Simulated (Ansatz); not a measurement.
AlBFGaH7NSi (`B[N]([SiH3])[Al]([F])[GaH2]`), one more setting.

```yaml
crystal:
  periodic: [false, false, false]
  atoms:
    - {symbol: B, position_ang: [0.099265, -2.164904, -0.897597]}
    - {symbol: N, position_ang: [-0.019515, -0.846266, -0.395838]}
    - {symbol: Si, position_ang: [1.141154, -0.274981, 0.758212]}
    - {symbol: Al, position_ang: [-1.316072, 0.353165, -0.858109]}
    - {symbol: F, position_ang: [-2.454570, -0.121153, -1.951305]}
    - {symbol: Ga, position_ang: [-0.832350, 2.415481, 0.443812]}
    - {symbol: H, position_ang: [0.998076, -2.874113, -0.521950]}
    - {symbol: H, position_ang: [-0.693478, -2.577034, -1.696042]}
    - {symbol: H, position_ang: [0.756774, 1.155886, 1.112430]}
    - {symbol: H, position_ang: [2.518400, -0.195169, 0.217431]}
    - {symbol: H, position_ang: [1.116562, -1.022976, 2.037032]}
    - {symbol: H, position_ang: [0.121983, 3.526580, -0.128460]}
    - {symbol: H, position_ang: [-1.436230, 2.625483, 1.880393]}
basis:
  gaussian: {orbitals: STO-3G}
hamiltonian: {xc: {name: r2SCANh}}
scf: {lower_state_search: light}
output: {forces: true}
```

```sh
$ ansatz run in.yaml --threads 2 --pin off --events-out ev --progress --plain --max-ram 32768MiB --backend cpu
```

Shortened log:

```
Functional definition: r2SCANh
677 factors; integrals over basis functions are off by at most 1.0e-4 eV
mean field evaluation 1: about -69790.4464 eV, gradient 4.0e2 eV
mean field evaluation 2: about -70267.9483 eV, gradient 2.7e2 eV
mean field evaluation 4: about -70328.7602 eV, gradient 2.2e2 eV
mean field evaluation 8: about -70806.6053 eV, gradient 1.8e2 eV
mean field evaluation 16: about -70998.1645 eV, gradient 2.4e0 eV
mean field evaluation 32: about -70998.2545 eV, gradient 1.2e-4 eV
mean field -70998.25448112 eV, -2609.1377278358 hartree, gradient 5.8e-6 eV, S^2 0.000000; 6 other end points of the search recorded, 0 dependent functions left out
reference -70998.25448840 eV, -2609.1377281032 hartree; 43, 43 occupied and 15, 15 virtual orbitals, 677 factors
Total energy: -70998.25448840 eV, -2609.1377281032 hartree
Atom 0 at     0.099265    -2.164904    -0.897597 Å, force     0.068920     0.367053     0.218498 eV/Å
Atom 1 at    -0.019515    -0.846266    -0.395838 Å, force    -0.914706    -0.966023    -1.140868 eV/Å
Atom 2 at     1.141154    -0.274981     0.758212 Å, force     1.478985     0.308194     1.278378 eV/Å
Atom 3 at    -1.316072     0.353165    -0.858109 Å, force    -0.010761     0.679508     0.296907 eV/Å
Atom 4 at    -2.454570    -0.121153    -1.951305 Å, force     0.775504     0.365439     0.763616 eV/Å
Atom 5 at    -0.832350     2.415481     0.443812 Å, force     0.251601     0.972810     0.635032 eV/Å
Atom 6 at     0.998076    -2.874113    -0.521950 Å, force    -0.703410     0.475551    -0.329653 eV/Å
Atom 7 at    -0.693478    -2.577034    -1.696042 Å, force     0.497064     0.288014     0.513906 eV/Å
Atom 8 at     0.756774     1.155886     1.112430 Å, force    -0.220514    -0.221873    -0.274795 eV/Å
Atom 9 at     2.518400    -0.195169     0.217431 Å, force    -0.791189    -0.083327     0.327352 eV/Å
Atom 10 at     1.116562    -1.022976     2.037032 Å, force     0.043088     0.409525    -0.754367 eV/Å
Atom 11 at     0.121983     3.526580    -0.128460 Å, force    -1.829803    -2.219030     1.287470 eV/Å
Atom 12 at    -1.436230     2.625483     1.880393 Å, force     1.355221    -0.375841    -2.821476 eV/Å
Dipole moment:     0.087477     0.047118     0.089050 e Å
```

Hardware: 2 threads of an AMD EPYC 7R13 on a shared host. Wall time 8 s, peak host memory 0.22 GiB.
